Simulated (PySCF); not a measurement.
Compound: (OH)3Si-S-SiH3.
Bonds: Si1–O2, Si1–O3, Si1–O4, Si1–S5, S5–Si6. Hydrogens: H7 on O2; H8 on O3; H9 on O4; H10, H11, H12 on Si6.

Level of theory: PySCF 2.14.0, PBE0-D3(BJ)/def2-SVP geometry optimisation, gas phase.

(1) What internal coordinates does the optimisation give?

## Answers

(1) 
```json
{"bond": "Si1–O2, Si1–O3, Si1–O4", "length (Å)": "1.649"}
{"bond": "Si1–S5", "length (Å)": "2.131"}
{"bond": "O2–H7, O3–H8, O4–H9", "length (Å)": "0.962"}
{"bond": "S5–Si6", "length (Å)": "2.160"}
{"bond": "Si6–H10, Si6–H11, Si6–H12", "length (Å)": "1.490"}
```

Bonds in one row agree within 0.01 Å and their mean is given. A selection of angles:
```json
{"angle": "O2–Si1–O3", "degrees": "106.4"}
{"angle": "O2–Si1–S5", "degrees": "116.4"}
{"angle": "O3–Si1–O4", "degrees": "115.7"}
{"angle": "O3–Si1–S5", "degrees": "107.8"}
{"angle": "O4–Si1–S5", "degrees": "105.4"}
{"angle": "Si1–O2–H7", "degrees": "116.4"}
{"angle": "Si1–S5–Si6", "degrees": "98.9"}
{"angle": "S5–Si6–H10", "degrees": "103.9"}
{"angle": "S5–Si6–H11", "degrees": "111.5"}
{"angle": "H10–Si6–H11", "degrees": "109.2"}
{"angle": "H11–Si6–H12", "degrees": "110.6"}
```

Dihedral angles: O2–Si1–S5–Si6 97° (anticlinal); H7–O2–Si1–O3 -39° (synclinal); H8–O3–Si1–O2 163° (antiperiplanar); H9–O4–Si1–O2 22° (synperiplanar).

O2 (oxygen bonded to Si and H) is bent (angle 116.4°). Si1 (silicon bonded to 3 O and S) is distorted tetrahedral (angles from 105.4° to 116.4°). The S–Si distances run from 2.131 Å (Si1–S5) to 2.160 Å (S5–Si6), a spread of 0.029 Å. Si6 (silicon bonded to S and 3 H) is distorted tetrahedral (angles from 103.9° to 112.2°).

Point group: C1 (no symmetry element, even within 0.4 Å). Not checked by PBE0-D3(BJ)/def2-SVP frequencies. The numbers are those of one conformer (O3–Si1–O2–H -39°, O2–Si1–O3–H 163°, O2–Si1–O4–H 22°).
